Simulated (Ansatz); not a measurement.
Relaxation of F$_{3}$HOSi (6 atoms, charge 0, multiplicity 1), to a largest force component of 0.02 eV/Å in at most 40 steps.

These are results of Ansatz 0.2.0, RKS BLYP-D4/def2-SVP, not measurements.

```xyz
6
Properties=species:S:1:pos:R:3:forces:R:3
Si 0.000 0.000 0.000 0.25 0.06 2.11
O 0.000 0.000 1.680 -1.22 -0.46 -0.48
H -0.909 -0.281 2.017 1.31 0.40 -0.31
F 1.499 0.000 -0.529 0.64 0.04 -0.22
F -0.749 1.297 -0.529 -0.45 0.73 -0.57
F -0.749 -1.297 -0.529 -0.53 -0.77 -0.53
```

Problem. Where does it end, and by what steps?

Solution. The forces met the threshold. The force dipped under the threshold on the way, but the program's further checks kept it going. After 11 steps the energy has fallen by 0.108 eV; H3 moved furthest, 0.18 Å.

```json
{"step": "0", "energy less start (eV)": "0.0000", "largest force component (eV/Å)": "2.105", "accepted": "yes"}
{"step": "1", "energy less start (eV)": "-0.0644", "largest force component (eV/Å)": "1.331", "accepted": "yes"}
{"step": "2", "energy less start (eV)": "-0.0997", "largest force component (eV/Å)": "0.168", "accepted": "yes"}
{"step": "3", "energy less start (eV)": "-0.1011", "largest force component (eV/Å)": "0.268", "accepted": "yes"}
{"step": "4", "energy less start (eV)": "-0.1063", "largest force component (eV/Å)": "0.100", "accepted": "yes"}
{"step": "5", "energy less start (eV)": "-0.1054", "largest force component (eV/Å)": "0.214", "accepted": "no"}
{"step": "6", "energy less start (eV)": "-0.1071", "largest force component (eV/Å)": "0.030", "accepted": "yes"}
{"step": "7", "energy less start (eV)": "-0.1075", "largest force component (eV/Å)": "0.004", "accepted": "yes"}
{"step": "8", "energy less start (eV)": "-0.1054", "largest force component (eV/Å)": "0.372", "accepted": "no"}
{"step": "9", "energy less start (eV)": "-0.1076", "largest force component (eV/Å)": "0.027", "accepted": "yes"}
{"step": "10", "energy less start (eV)": "-0.1076", "largest force component (eV/Å)": "0.022", "accepted": "yes"}
{"step": "11", "energy less start (eV)": "-0.1076", "largest force component (eV/Å)": "0.000", "accepted": "yes"}
```

```xyz
6
Properties=species:S:1:pos:R:3
Si -0.020 -0.028 0.015
O -0.007 -0.103 1.653
H -0.862 -0.144 2.117
F 1.511 0.019 -0.478
F -0.786 1.282 -0.540
F -0.744 -1.307 -0.657
```

Whether the end is a true minimum wasn't checked by a vibrational analysis.

The run took 15 s on 2 threads of Arm Neoverse V1, on a shared host, peak memory 0.14 GiB.
